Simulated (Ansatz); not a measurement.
Geometry optimisation, RKS PBE/6-31G* in Ansatz.

Input:

```yaml
crystal:
  periodic: [false, false, false]
  atoms:
    - { symbol: B, position_ang: [0.015085, -0.208774, -0.113831] }
    - { symbol: F, position_ang: [-0.055011, -0.612223, 1.155866] }
    - { symbol: "N", position_ang: [1.248228, -0.078935, -0.767266] }
    - { symbol: H, position_ang: [2.131307, -0.274387, -0.300814] }
    - { symbol: H, position_ang: [1.328298, 0.164869, -1.750062] }
    - { symbol: Cl, position_ang: [-1.499356, 0.089059, -1.017293] }
    - { symbol: H, position_ang: [-0.044967, 1.938085, 0.958441] }
    - { symbol: H, position_ang: [-0.122784, 1.488606, 1.504159] }
basis:
  gaussian: { orbitals: "6-31G*" }
hamiltonian:
  xc: pbe
relax:
  f_tol: 0.03
  max_steps: 50
output:
  orbitals: {}
```

Launched with:

```bash
$ ansatz run input.yaml --threads 1 --pin off --max-ram 2048MiB --backend cpu --events-out ev --progress --plain --runs-dir out
```

Task: Where does it end, and by what steps?

Result: The forces met the threshold. The force dipped under the threshold on the way, but the program's further checks kept it going. After 19 steps the energy has fallen by 0.224 eV; H7 moved furthest, 1.64 Å.

```json
{"step": "0", "energy less start (eV)": "0.0000", "largest force component (eV/Å)": "1.251", "accepted": "yes"}
{"step": "1", "energy less start (eV)": "-0.1318", "largest force component (eV/Å)": "0.413", "accepted": "yes"}
{"step": "2", "energy less start (eV)": "-0.1739", "largest force component (eV/Å)": "0.267", "accepted": "yes"}
{"step": "3", "energy less start (eV)": "-0.1928", "largest force component (eV/Å)": "0.109", "accepted": "yes"}
{"step": "4", "energy less start (eV)": "-0.1957", "largest force component (eV/Å)": "0.091", "accepted": "yes"}
{"step": "5", "energy less start (eV)": "-0.1982", "largest force component (eV/Å)": "0.062", "accepted": "yes"}
{"step": "6", "energy less start (eV)": "-0.2009", "largest force component (eV/Å)": "0.157", "accepted": "yes"}
{"step": "7", "energy less start (eV)": "-0.1973", "largest force component (eV/Å)": "0.679", "accepted": "no"}
{"step": "8", "energy less start (eV)": "-0.2044", "largest force component (eV/Å)": "0.157", "accepted": "yes"}
{"step": "9", "energy less start (eV)": "-0.2045", "largest force component (eV/Å)": "0.536", "accepted": "yes"}
{"step": "10", "energy less start (eV)": "-0.2099", "largest force component (eV/Å)": "0.359", "accepted": "yes"}
{"step": "11", "energy less start (eV)": "-0.2159", "largest force component (eV/Å)": "0.023", "accepted": "yes"}
{"step": "12", "energy less start (eV)": "-0.2181", "largest force component (eV/Å)": "0.242", "accepted": "yes"}
{"step": "13", "energy less start (eV)": "-0.2195", "largest force component (eV/Å)": "0.239", "accepted": "yes"}
{"step": "14", "energy less start (eV)": "-0.2218", "largest force component (eV/Å)": "0.018", "accepted": "yes"}
{"step": "15", "energy less start (eV)": "-0.2224", "largest force component (eV/Å)": "0.116", "accepted": "yes"}
{"step": "16", "energy less start (eV)": "-0.2228", "largest force component (eV/Å)": "0.095", "accepted": "yes"}
{"step": "17", "energy less start (eV)": "-0.2234", "largest force component (eV/Å)": "0.068", "accepted": "yes"}
{"step": "18", "energy less start (eV)": "-0.2236", "largest force component (eV/Å)": "0.047", "accepted": "yes"}
{"step": "19", "energy less start (eV)": "-0.2237", "largest force component (eV/Å)": "0.025", "accepted": "yes"}
```

```xyz
8
Properties=species:S:1:pos:R:3
B 0.033 -0.354 -0.476
F -0.106 -0.108 0.839
N 1.301 -0.403 -1.068
H 2.151 -0.252 -0.528
H 1.446 -0.585 -2.057
Cl -1.435 -0.618 -1.455
H -0.187 2.747 2.379
H -0.201 2.079 2.036
```

Whether the end is a true minimum wasn't checked by a vibrational analysis.

The run took 44 s on 1 thread of Arm Neoverse V1, with other jobs on the host, peak memory 0.15 GiB.
